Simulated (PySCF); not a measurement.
## Spin-rotation constants: benzo[b]selenophene (c1ccc2[se]ccc2c1, C8H6Se)

Geometry (Å), atoms numbered from 1 in this order:
```xyz
15

C    -1.916   -0.722   -0.060
C    -2.086    0.646    0.140
C    -0.994    1.485    0.234
C     0.277    0.939    0.126
Se    1.921    1.852    0.220
C     2.724    0.182   -0.039
C     1.841   -0.829   -0.164
C     0.466   -0.443   -0.077
C    -0.656   -1.267   -0.168
H    -2.786   -1.359   -0.129
H    -3.082    1.056    0.222
H    -1.121    2.547    0.389
H     3.796    0.104   -0.074
H     2.135   -1.853   -0.319
H    -0.524   -2.328   -0.322
```

Theory: GIAO KT3/pcSseg-1 magnetisability, rotational g tensor and spin-rotation constants, non-relativistic, gas phase (PySCF). Geometry: GFN2-xTB.

The calculation is non-relativistic, which matters for the atoms heavier than Zn.

Q: Give the nuclear spin-rotation constants along the inertial axes (H = +C I·J) beside the isotropic shieldings.

A: Rotational constants 2.7340, 0.9480, 0.7039 GHz. A star marks the isotopologue with that one atom substituted, in its own axes.
```csv
atom,isotope,Caa (kHz),Cbb (kHz),Ccc (kHz),mean (kHz),σ (ppm)
H10,1H,0.288,-0.091,-0.067,0.043,24.4
H11,1H,-0.038,0.020,-0.067,-0.028,24.5
H12,1H,-0.210,0.085,-0.064,-0.063,23.9
H13,1H,0.142,-0.037,-0.075,0.010,24.4
H14,1H,-0.247,0.095,-0.071,-0.074,24.5
H15,1H,-0.188,0.078,-0.064,-0.058,23.9
C1,13C*,1.234,0.312,0.077,0.541,67.0
C2,13C*,1.027,0.373,0.081,0.494,67.8
C3,13C*,0.928,0.419,0.084,0.477,65.0
C4,13C*,1.202,0.380,0.115,0.566,43.3
Se5,77Se*,5.838,1.996,1.387,3.074,1241.3
C6,13C*,1.046,0.369,0.114,0.509,57.4
C7,13C*,0.882,0.391,0.120,0.465,63.6
C8,13C*,1.084,0.408,0.097,0.530,51.5
C9,13C*,0.966,0.398,0.086,0.483,65.9
```
For the geometry as given, no vibrational averaging.
